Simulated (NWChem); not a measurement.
All runs are NWChem calculations. System: H₂Ge, charge 0, spin multiplicity 1, at a geometry optimised with B3LYP/def2-SVP. The structure started from a generated list of species. Level: CCSD(T)/def2-TZVP, 9 core orbitals frozen.

Job file:

```
start mol
memory heap 100 mb stack 700 mb global 1900 mb
geometry units angstroms nocenter noautoz
  Ge     0.000000     0.000000     0.066351
  H     -1.142489     0.000000    -1.061618
  H      1.142489     0.000000    -1.061618
  symmetry group C2v
end
basis spherical
  * library def2-tzvp
end
scf
  rhf
  nopen 0
  maxiter 100
  thresh 1e-7
  semidirect memsize 60000000 filesize 0
end
tce
  freeze core 9
  ccsd(t)
  2eorb
  2emet 13
  thresh 1e-6
  maxiter 100
  tilesize 24
end
task tce energy
```

Output (cleaned and shortened):

```
             Northwest Computational Chemistry Package (NWChem) 7.3.0
             --------------------------------------------------------

                                NWChem Input Module
                                -------------------

 Scaling coordinates for geometry "geometry" by  1.889725989
 (inverse scale =  0.529177249)

 Turning off AUTOSYM since
 SYMMETRY directive was detected!

                             Geometry "geometry" -> ""
                             -------------------------

 Output coordinates in angstroms (scale by  1.889725989 to convert to a.u.)

  No.       Tag          Charge          X              Y              Z
 ---- ---------------- ---------- -------------- -------------- --------------
    1 Ge                  32.0000     0.00000000     0.00000000     0.06635100
    2 H                    1.0000    -1.14248900     0.00000000    -1.06161800
    3 H                    1.0000     1.14248900     0.00000000    -1.06161800

 Effective nuclear repulsion energy (a.u.)      21.3263105001

            Nuclear Dipole moment (a.u.)
            ----------------------------
        X                 Y               Z
 ---------------- ---------------- ----------------
     0.0000000000     0.0000000000    -0.0000075589

      Symmetry information
      --------------------

 Group name             C2v
 Group number             16
 Group order               4
 No. of unique centers     2

      Symmetry unique atoms

     1    2


 Summary of "ao basis" -> "" (spherical)
 ------------------------------------------------------------------------------
       Tag                 Description            Shells   Functions and Types
 ---------------- ------------------------------  ------  ---------------------
 *                         def2-tzvp                  on all atoms

 Summary of "ao basis" -> "ao basis" (spherical)
 ------------------------------------------------------------------------------
       Tag                 Description            Shells   Functions and Types
 ---------------- ------------------------------  ------  ---------------------
 Ge                        def2-tzvp                16       48   6s5p4d1f
 H                         def2-tzvp                 4        6   3s1p

                                 NWChem SCF Module
                                 -----------------

  ao basis        = "ao basis"
  functions       =    60
  atoms           =     3
  closed shells   =    17
  open shells     =     0
  charge          =   0.00
  wavefunction    = RHF
  use symmetry    = T
  symmetry adapt  = T

 Summary of "ao basis" -> "ao basis" (spherical)
 ------------------------------------------------------------------------------
       Tag                 Description            Shells   Functions and Types
 ---------------- ------------------------------  ------  ---------------------
 Ge                        def2-tzvp                16       48   6s5p4d1f
 H                         def2-tzvp                 4        6   3s1p

      Symmetry analysis of basis
      --------------------------

        a1         26
        a2          6
        b1         16
        b2         12

 Forming initial guess at       0.1s

      Superposition of Atomic Density Guess
      -------------------------------------

 Sum of atomic energies:       -2076.30568075

      Non-variational initial energy
      ------------------------------

 Total energy =   -2076.261141
 1-e energy   =   -2938.371852
 2-e energy   =     840.784401
 HOMO         =      -0.235644
 LUMO         =      -0.085548

      Symmetry analysis of molecular orbitals - initial
      -------------------------------------------------

  Numbering of irreducible representations:

     1 a1          2 a2          3 b1          4 b2

  Orbital symmetries:

     1 a1          2 a1          3 b1          4 a1          5 b2
     6 a1          7 b1          8 a1          9 b2         10 b1
    11 a1         12 a1         13 a2         14 b2         15 a1
    16 b1         17 a1         18 b2         19 b1         20 a1
    21 a1         22 a1         23 a2         24 b2         25 b1
    26 a1         27 b2

 Starting SCF solution at       1.2s

 ----------------------------------------------
         Quadratically convergent ROHF

 Convergence threshold     :          1.000E-07
 Maximum no. of iterations :          100
 Final Fock-matrix accuracy:          1.000E-09
 ----------------------------------------------

              iter       energy          gnorm     gmax       time
             ----- ------------------- --------- --------- --------
                 1    -2076.4659801481  2.80D-01  1.05D-01      1.3
                 2    -2076.4748903552  1.18D-01  3.43D-02      1.3
                 3    -2076.4757828543  5.46D-03  2.71D-03      1.3
                 4    -2076.4757878812  1.10D-05  4.77D-06      1.3
                 5    -2076.4757878812  4.69D-09  1.86D-09      1.4

       Final RHF  results
       ------------------

         Total SCF energy =  -2076.475787881224
      One-electron energy =  -2938.838491200132
      Two-electron energy =    841.036392818833
 Nuclear repulsion energy =     21.326310500075

        Time for solution =      0.1s

       Symmetry analysis of molecular orbitals - final
       -----------------------------------------------

  Numbering of irreducible representations:

     1 a1          2 a2          3 b1          4 b2

  Orbital symmetries:

     1 a1          2 a1          3 b2          4 b1          5 a1
     6 a1          7 b2          8 b1          9 a1         10 a1
    11 a2         12 b2         13 b1         14 a1         15 a1
    16 b1         17 a1         18 b2         19 b1         20 a1
    21 a1         22 a1         23 a2         24 b2         25 b1
    26 a1         27 b2

             Final eigenvalues
             -----------------

              1
    1 -405.2398
    2  -52.1474
    3  -46.2354
    4  -46.2333
    5  -46.2328
    6   -7.1897
    7   -5.1677
    8   -5.1604
    9   -5.1579
   10   -1.6424
   11   -1.6390
   12   -1.6359
   13   -1.6299
   14   -1.6261
   15   -0.6712
   16   -0.4355
   17   -0.3384
   18    0.0065
   19    0.1447
   20    0.1648
   21    0.2786
   22    0.3049
   23    0.3065
   24    0.3089
   25    0.3210
   26    0.4229
   27    0.4767

                       ROHF Final Molecular Orbital Analysis
                       -------------------------------------

 Vector   15  Occ=2.000000D+00  E=-6.712402D-01  Symmetry=a1
              MO Center= -6.0D-16,  8.5D-17, -4.6D-01, r^2= 1.7D+00
   Bfn.  Coefficient  Atom+Function         Bfn.  Coefficient  Atom+Function
  ----- ------------  ---------------      ----- ------------  ---------------
     5      0.519106  1 Ge s                  6      0.358260  1 Ge s
     4     -0.278365  1 Ge s                  3     -0.185490  1 Ge s
    50      0.152546  2 H  s                 56      0.152546  3 H  s

 Vector   16  Occ=2.000000D+00  E=-4.355235D-01  Symmetry=b1
              MO Center=  6.6D-15, -8.7D-15, -7.1D-01, r^2= 2.3D+00
   Bfn.  Coefficient  Atom+Function         Bfn.  Coefficient  Atom+Function
  ----- ------------  ---------------      ----- ------------  ---------------
    16      0.324154  1 Ge px                50     -0.231923  2 H  s
    56      0.231923  3 H  s                 19      0.221074  1 Ge px
    51     -0.150442  2 H  s                 57      0.150442  3 H  s

 Vector   17  Occ=2.000000D+00  E=-3.384395D-01  Symmetry=a1
              MO Center=  2.7D-16, -1.4D-17,  2.3D-01, r^2= 2.5D+00
   Bfn.  Coefficient  Atom+Function         Bfn.  Coefficient  Atom+Function
  ----- ------------  ---------------      ----- ------------  ---------------
     6      0.404036  1 Ge s                 21      0.368381  1 Ge pz
    18      0.365858  1 Ge pz                 5      0.322377  1 Ge s
     4     -0.164589  1 Ge s                 12     -0.159495  1 Ge pz

 Vector   18  Occ=0.000000D+00  E= 6.545690D-03  Symmetry=b2
              MO Center= -1.9D-14, -4.9D-15,  3.3D-02, r^2= 3.2D+00
   Bfn.  Coefficient  Atom+Function         Bfn.  Coefficient  Atom+Function
  ----- ------------  ---------------      ----- ------------  ---------------
    20      0.775724  1 Ge py                17      0.317617  1 Ge py
    11     -0.169072  1 Ge py

 Vector   19  Occ=0.000000D+00  E= 1.446957D-01  Symmetry=b1
              MO Center=  7.5D-16, -1.9D-17,  3.3D-02, r^2= 4.6D+00
   Bfn.  Coefficient  Atom+Function         Bfn.  Coefficient  Atom+Function
  ----- ------------  ---------------      ----- ------------  ---------------
    19      1.436697  1 Ge px                51      1.077893  2 H  s
    57     -1.077893  3 H  s                 16      0.165659  1 Ge px

 Vector   20  Occ=0.000000D+00  E= 1.647964D-01  Symmetry=a1
              MO Center= -5.4D-16, -9.6D-17, -5.9D-01, r^2= 5.8D+00
   Bfn.  Coefficient  Atom+Function         Bfn.  Coefficient  Atom+Function
  ----- ------------  ---------------      ----- ------------  ---------------
     6      1.821377  1 Ge s                 51     -1.608104  2 H  s
    57     -1.608104  3 H  s                 21     -1.483982  1 Ge pz
     5      0.202792  1 Ge s                  4     -0.153770  1 Ge s

 center of mass
 --------------
 x =   0.00000000 y =   0.00000000 z =   0.06880630

 moments of inertia (a.u.)
 ------------------
           8.915047517175           0.000000000000           0.000000000000
           0.000000000000          18.310481581557           0.000000000000
           0.000000000000           0.000000000000           9.395434064383

  Mulliken analysis of the total density
  --------------------------------------

    Atom       Charge   Shell Charges
 -----------   ------   -------------------------------------------------------
    1 Ge  32    31.91   2.00  2.00  1.17  0.78  0.97  0.86  5.98  4.42  1.58  1.04  0.97  8.92  1.09  0.03  0.10  0.01
    2 H    1     1.04   0.22  0.57  0.25  0.01
    3 H    1     1.04   0.22  0.57  0.25  0.01

       Multipole analysis of the density wrt the origin
       ------------------------------------------------

     L   x y z        total         open         nuclear
     -   - - -        -----         ----         -------
     0   0 0 0     -0.000000      0.000000     34.000000

     1   1 0 0     -0.000000      0.000000      0.000000
     1   0 1 0      0.000000      0.000000      0.000000
     1   0 0 1      0.049866      0.000000     -0.000008

     2   2 0 0    -15.622688      0.000000      9.322486
     2   1 1 0     -0.000000      0.000000      0.000000
     2   1 0 1     -0.000000      0.000000      0.000000
     2   0 2 0    -12.095622      0.000000      0.000000
     2   0 1 1     -0.000000      0.000000      0.000000
     2   0 0 2    -17.173983      0.000000      8.552499

                   NWChem Extensible Many-Electron Theory Module
                   ---------------------------------------------


            General Information
            -------------------
      Number of processors :     1
         Wavefunction type : Restricted Hartree-Fock
          No. of electrons :    34
           Alpha electrons :    17
            Beta electrons :    17
           No. of orbitals :   120
            Alpha orbitals :    60
             Beta orbitals :    60
        Alpha frozen cores :     9
         Beta frozen cores :     9
     Alpha frozen virtuals :     0
      Beta frozen virtuals :     0
         Spin multiplicity : singlet
    Number of AO functions :    60
       Number of AO shells :    24
        Use of symmetry is : on
      Symmetry adaption is : on
         Schwarz screening : 0.10D-09

          Correlation Information
          -----------------------
          Calculation type : Coupled-cluster singles & doubles w/ perturbation
   Perturbative correction : (T)
            Max iterations :      100
        Residual threshold : 0.10D-05
     T(0) DIIS level shift : 0.00D+00
     L(0) DIIS level shift : 0.00D+00
     T(1) DIIS level shift : 0.00D+00
     L(1) DIIS level shift : 0.00D+00
     T(R) DIIS level shift : 0.00D+00
     T(I) DIIS level shift : 0.00D+00
   CC-T/L Amplitude update :  5-th order DIIS
                I/O scheme : Global Array Library
        L-threshold :  0.10D-05
        EOM-threshold :  0.10D-05
 no EOMCCSD initial starts read in
 TCE RESTART OPTIONS
 SLICE:      F
 D4D5:       F
 quantumc:   F
 qrotation:  F
 pwtce:      F
 qducc:      F
 nacto:                         0
 nrotv:                         0
 nrot:                          0

            Memory Information
            ------------------
          Available GA space size is     249033200 doubles
          Available MA space size is     104850828 doubles

 Maximum block size supplied by input
 Maximum block size        24 doubles

 tile_dim =     17

 -------------------------------------------------

 Global array virtual files algorithm will be used

 Parallel file system coherency ......... OK

 4-electron integrals stored in orbital form

 v2    file size   =           470308
 4-index algorithm nr.  13 is used
 imaxsize =       30
 imaxsize ichop =        0


CCSD iterations
 ---------------------------------------------------------
 Iter          Residuum       Correlation     Cpu    Wall
 ---------------------------------------------------------
    1   0.1361218492411  -0.2315373270332     0.2     0.2
    2   0.0355778484328  -0.2405362329017     0.2     0.2
    3   0.0142947937723  -0.2466508076959     0.2     0.2
    4   0.0069213446100  -0.2478652709433     0.2     0.2
    5   0.0036525188186  -0.2486084059088     0.2     0.2
    6   0.0010824419654  -0.2491173823936     0.2     0.2
    7   0.0005424173971  -0.2491656021138     0.2     0.2
    8   0.0003274002653  -0.2491751988349     0.2     0.2
    9   0.0002076376125  -0.2491787368036     0.2     0.2
   10   0.0001329949244  -0.2491832005844     0.2     0.2
   11   0.0000161709482  -0.2491905704329     0.2     0.2
   12   0.0000068741735  -0.2491910134464     0.2     0.2
   13   0.0000038912757  -0.2491914032362     0.2     0.2
   14   0.0000023181490  -0.2491914200465     0.2     0.2
   15   0.0000014185258  -0.2491914410011     0.2     0.2
   16   0.0000002269925  -0.2491914257901     0.2     0.2
 -----------------------------------------------------------------
 Iterations converged
 CCSD correlation energy / hartree =        -0.249191425790115
 CCSD total energy / hartree       =     -2076.724979307014110

 Singles contributions

 Doubles contributions
 CCSD(T)
 Using plain CCSD(T) code
             total no. of tasks          500
 total no. of tasks / no. procs          500
                         wl_min          125           2.2
                         wl_max       314432           8.2
        thresh for no. of tasks          500

 CCSD[T]  correction energy / hartree =        -0.008758043660024
 CCSD[T] correlation energy / hartree =        -0.257949469450139
 CCSD[T] total energy / hartree       =     -2076.733737350674346
 CCSD(T)  correction energy / hartree =        -0.007919299055284
 CCSD(T) correlation energy / hartree =        -0.257110724845399
 CCSD(T) total energy / hartree       =     -2076.732898606069284

 Task  times  cpu:       10.4s     wall:       10.4s

 Total times  cpu:       10.5s     wall:       10.5s
```
